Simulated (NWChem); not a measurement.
System: CH₃ISn, singlet; SMILES [CH3][Sn][I]

The following NWChem deck was run.

```
start job
memory heap 200 mb stack 900 mb global 1100 mb
geometry units angstroms noautosym nocenter noautoz
  Sn    -0.307984     1.287217    -0.005958
  I      0.049739    -1.448399     0.007077
  C      1.840475     1.753836    -0.001395
  H      2.010301     2.841587    -0.023288
  H      2.327686     1.291141    -0.874940
  H      2.311107     1.331274     0.901410
end
basis spherical
  * library def2-svpd
end
ecp
  Sn library def2-ecp
  I library def2-ecp
end
dft
  xc pbe0
  iterations 150
end
property
  response 1 0.0
end
task dft property
```

Low-valent species are run as closed-shell singlets; no triplet was tried in these runs. Geometry: optimised at PBE0/def2-SVP. Not confirmed as a minimum by frequencies. def2 effective core potentials on Sn, I; no spin-orbit coupling.

Static field.

Problem. What results follow from this input? (PBE0/def2-SVPD with def2 effective core potentials on Sn, I.) Quantities: isotropic polarisability (bohr³); anisotropy (bohr³).

Solution. 
```json
{
 "isotropic polarisability (bohr³)": "97.9",
 "anisotropy (bohr³)": "47.9"
}
```
